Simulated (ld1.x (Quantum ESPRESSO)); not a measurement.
## Pseudopotential generation for V: PAW, Wu–Cohen, non-relativistic.

ld1.x (Quantum ESPRESSO) 7.5 input, shortened:

```
&input
   title='V', zed=23., rel=0, dft='WC', iswitch=3,
   config='[Ar] 3d3 4s2 4p0'
 /
 &inputp
   pseudotype=3, lpaw=.true., tm=.true., lloc=-1, rcloc=2.30,
   nlcc=.true., new_core_ps=.true., rcore=1.40,
   which_augfun='BESSEL', rmatch_augfun=1.05
 /
6
4S  1  0   2.00   0.00  1.95  2.55  0.0
4S  1  0   0.00   0.60  1.95  2.55  0.0
3P  2  1   6.00   0.00  1.75  1.90  0.0
4P  3  1   0.00   0.00  1.75  1.90  0.0
3D  3  2   3.00   0.00  1.20  1.50  0.0
3D  3  2   0.00   0.55  1.20  1.50  0.0
 &test
   configts(1)='3p6 3d3 4s2 4p0'
 /
```

(1) Estimate the cutoffs (Ry, on a coarse ladder) from which the occupation-weighted sum of valence levels, in a spherical-Bessel basis at the reference potential, stays within 10 and 1 mRy of its value at 400 Ry.

(2) Does the potential have ghost states?

(3) Is the overlap operator S = 1 + Σ q|β⟩⟨β| positive definite (Bessel basis up to 400 Ry)?

(4) Which valence shell sets the plane-wave cutoff?

Answers

(1) 45 Ry and 70 Ry.

(2) No extra level below or beside the all-electron valence levels (s, p, d, f tested).

(3) Yes: its lowest eigenvalue is 0.09 (p channel).

(4) 3d: its level needs 50 Ry to come within 1 mRy, against 25 Ry for 3p.

Its largest configuration-test error is -17 meV (3p6 3d4 4s0 4p0). 2 of 7 tests not solved or not reliable. Not counted: 3p6 3d2 4s0 4p0 (solver errors, printed error -785 eV); 3p6 3d4 4s1 4p0 (solver errors, printed error -1075 eV).
